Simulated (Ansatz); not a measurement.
## Relative stability

The two ends of one reaction step of Si$_{2}$H$_{7}$OF, closed shell (PBE0-D4/def2-TZVP).

A:

Si1  (-0.084, -1.123, -0.747)
Si2  (0.638, 1.116, -0.641)
H3  (-0.387, -1.470, -2.157)
H4  (1.044, -1.976, -0.273)
O5  (-1.463, -1.360, 0.113)
H6  (-0.091, 0.757, 1.965)
F7  (-0.658, 0.182, 2.431)
H8  (0.849, 1.530, 0.792)
H9  (-0.351, 2.075, -1.199)
H10  (1.953, 1.316, -1.306)
H11  (-1.452, -1.048, 1.024)
(Å)

B:

```
11
angstrom
Si -0.5225 -1.6699 0.1433
Si 0.9925 2.1931 -0.3996
H -0.5477 -0.6298 -0.9021
H 0.1871 -2.9044 -0.2658
O -2.0774 -1.9650 0.5296
H -0.0193 2.0220 0.6720
F 0.2787 -1.0979 1.3995
H 1.7104 3.4789 -0.2063
H 0.3174 2.2031 -1.7225
H 1.9651 1.0725 -0.3530
H -2.2843 -2.7027 1.1047
```

Program: Ansatz 0.2.0. Basis: def2-TZVPP. Cores are frozen in the correlated methods. B3LYP uses VWN-RPA correlation.

Task: Which structure is lower at CCSD(T), and by how much? (An estimate is asked for; the value comes from the calculation.)

Result: Computed: B, by 35.43 kcal/mol (electronic energy, against the other). By their contacts, A is a complex of Si₂H₆O ([OH][SiH2][SiH3]) + HF and B is a complex of SiH₃OF ([OH][SiH2][F]) + SiH₄.

All methods give the same order:

| method | E(B) − E(A) (kcal/mol) |
| --- | --- |
| SPW92 | -25.77 |
| PBE-D4 | -27.81 |
| BLYP-D4 | -32.96 |
| r2SCAN-D4 | -33.42 |
| B97M-V | -34.06 |
| PBE0-D4 | -30.14 |
| B3LYP-D4 | -34.50 |
| r2SCAN0-D4 | -34.22 |
| BHLYP-D4 | -37.34 |
| CAM-B3LYP-D4 | -36.38 |
| wB97X-V | -34.79 |
| wB97M-V | -35.83 |
| B2PLYP | -36.66 |
| PBE-QIDH | -33.95 |
| RPA on PBE | -36.47 |
| HF | -44.53 |
| MP2 | -36.78 |
| CCSD | -36.75 |
| CCSD(T) | -35.43 |

No T1 diagnostic of these runs exceeds 0.012.

Labels in which every atom is bracketed show which atoms are joined, not bond orders.

For scale, one of the runs: CCSD(T)/def2-TZVPP, 244 basis functions, launched by `ansatz run in.yaml --threads 4 --pin off --events-out ev --progress --plain --max-ram 9574MiB`. Time: 32 s of wall clock on 4 CPU threads of an AMD EPYC 9R45; the host was shared. Peak host memory: 4.7 GiB.
